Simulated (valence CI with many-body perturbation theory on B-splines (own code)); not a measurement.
## Energy levels of Au LXVII

Calculated by relativistic CI+MBPT: three valence electrons over a frozen Dirac-Fock core [Ne], radial functions for each j: 9 s, 9 p, 8 d, 6 f, 3 g, 1 h, with the one-electron correlation potential Σ1 (screened to all orders), the two-electron term Σ2, the three-electron term Σ3, Breit, model QED; selected single and double excitations, second order for the rest, scaled by the run's own slope (own B-spline code, finite nucleus).

The last digits are not significant, and no measured levels were compared; by estimate large intervals hold to a few tenths of a per cent, small ones and those within an open d or f shell to about a per cent.

Levels 1 to 34 of 34, with energies above the lowest level, (3s^2 3p1/2) J=1/2. "Leading %" is the weight of the configuration and term that name the level; weights of strongly mixed levels are sums over their largest components and can fall short, so below about 35 % the name and the second component can differ from the true leading terms, or belong to a minority configuration. In the jj column 3d3/2^4 stands for four electrons in 3d with j = 3/2. Lifetimes count E1, E2, E3, M1 and M2 decay at the calculated energies, and are blank where another channel may lead or the interval is too uncertain; long ones can be off by a factor of two.

| No. | Configuration | Term | J | E (Ry) | Leading % | g | Lifetime | Leading jj |
| --- | --- | --- | --- | --- | --- | --- | --- | --- |
| 1 | 3s2 3p | 2P° | 1/2 | 0.00 | 100 | 0.644 |  | 3s^2 3p1/2 (100 %) |
| 2 | 3s 3p2 | 4P | 1/2 | 13.72 | 51 | 2.079 | 21.5 ps | 3s 3p1/2^2 (99 %) |
| 3 | 3s2 3p | 2P° | 3/2 | 36.57 | 99 | 1.318 | 743 ps | 3s^2 3p3/2 (99 %) |
| 4 | 3s 3p2 | 4P | 3/2 | 47.82 | 88 | 1.618 | 38.6 ps | 3s 3p1/2 3p3/2 (99 %) |
| 5 | 3s 3p2 | 2D | 5/2 | 49.29 | 62 | 1.329 | 58.1 ps | 3s 3p1/2 3p3/2 (98 %) |
| 6 | 3s 3p2 | 2D | 3/2 | 50.91 | 47 | 0.969 | 784 fs | 3s 3p1/2 3p3/2 (79 %) |
| 7 | 3s 3p2 | 2P | 1/2 | 51.75 | 69 | 1.273 | 204 fs | 3s 3p1/2 3p3/2 (99 %) |
| 8 | 3s2 3d | 2D | 3/2 | 55.32 | 78 | 0.828 | 154 fs | 3s^2 3d3/2 (78 %) |
| 9 | 3s2 3d | 2D | 5/2 | 62.73 | 98 | 1.191 | 2.56 ps | 3s^2 3d5/2 (98 %) |
| 10 | 3s 3p 3d | 4F° | 3/2 | 64.21 | 33 | 0.935 | 2.55 ps | 3s 3p1/2 3d3/2 (56 %) |
| 11 | 3s 3p 3d | 4F° | 3/2 | 65.24 | 44 | 0.846 | 1.36 ps | 3s 3p1/2 3d3/2 (57 %) |
| 12 | 3s 3p 3d | 4F° | 5/2 | 66.11 | 41 | 1.013 | 30.4 ps | 3s 3p1/2 3d3/2 (99 %) |
| 13 | 3s 3p 3d | 4D° | 1/2 | 68.25 | 56 | 0.404 | 252 fs | 3s 3p1/2 3d3/2 (99 %) |
| 14 | 3s 3p 3d | 4D° | 3/2 | 68.88 | 30 | 1.272 | 164 fs | 3s 3p1/2 3d3/2 (84 %) |
| 15 | 3s 3p 3d | 4P° | 5/2 | 74.28 | 38 | 1.347 | 2.65 ps | 3s 3p1/2 3d5/2 (100 %) |
| 16 | 3s 3p 3d | 4F° | 7/2 | 75.46 | 40 | 1.232 | 3.38 ps | 3s 3p1/2 3d5/2 (99 %) |
| 17 | 3s 3p 3d | 2F° | 5/2 | 76.26 | 51 | 1.032 | 2.90 ps | 3s 3p1/2 3d5/2 (99 %) |
| 18 | 3s 3p 3d | 2P° | 3/2 | 76.61 | 37 | 1.109 | 1.17 ps | 3s 3p1/2 3d5/2 (94 %) |
| 19 | 3p2 3d | 2D | 3/2 | 81.36 | 42 | 0.775 | 5.56 ps | 3p1/2^2 3d3/2 (99 %) |
| 20 | 3s 3p2 | 4P | 5/2 | 85.31 | 62 | 1.432 | 839 fs | 3s 3p3/2^2 (99 %) |
| 21 | 3s 3p2 | 2S | 1/2 | 88.32 | 68 | 1.932 | 283 fs | 3s 3p3/2^2 (99 %) |
| 22 | 3s 3p2 | 2P | 3/2 | 88.88 | 60 | 1.188 | 139 fs | 3s 3p3/2^2 (99 %) |
| 23 | 3p2 3d | 2D | 5/2 | 90.77 | 34 | 1.188 | 2.36 ps | 3p1/2^2 3d5/2 (99 %) |
| 24 | 3p3 | 2D° | 5/2 | 100.28 | 65 | 1.177 | 462 fs | 3p1/2 3p3/2^2 (65 %) |
| 25 | 3p3 | 4S° | 3/2 | 100.73 | 49 | 1.423 | 184 fs | 3p1/2 3p3/2^2 (91 %) |
| 26 | 3p3 | 2P° | 1/2 | 102.09 | 75 | 0.836 | 236 fs | 3p1/2 3p3/2^2 (75 %) |
| 27 | 3s 3p 3d | 4D° | 3/2 | 102.70 | 43 | 1.273 | 250 fs | 3s 3p3/2 3d3/2 (96 %) |
| 28 | 3s 3p 3d | 4P° | 1/2 | 102.86 | 74 | 2.012 | 335 fs | 3s 3p3/2 3d3/2 (91 %) |
| 29 | 3s 3p 3d | 4D° | 5/2 | 103.13 | 36 | 1.201 | 186 fs | 3s 3p3/2 3d3/2 (76 %) |
| 30 | 3s 3p 3d | 4F° | 7/2 | 103.27 | 42 | 1.216 | 355 fs | 3s 3p3/2 3d3/2 (96 %) |
| 31 | 3s 3p 3d | 2D° | 3/2 | 105.57 | 60 | 0.986 | 130 fs | 3s 3p3/2 3d3/2 (91 %) |
| 32 | 3s 3p 3d | 2F° | 5/2 | 106.52 | 64 | 0.966 | 112 fs | 3s 3p3/2 3d3/2 (89 %) |
| 33 | 3s 3p 3d | 2P° | 1/2 | 107.01 | 62 | 0.610 | 101 fs | 3s 3p3/2 3d3/2 (84 %) |
| 34 | 3s 3p 3d | 4F° | 9/2 | 109.22 | 100 | 1.318 | 1.79 ns | 3s 3p3/2 3d5/2 (100 %) |

The ionisation energy to 3s2 1S_0 of the next ion comes out as 7910.8 eV (NIST: 7910 ± 40 eV (theoretical)). All 34 levels together are meant to be complete up to 109.79 Ry.
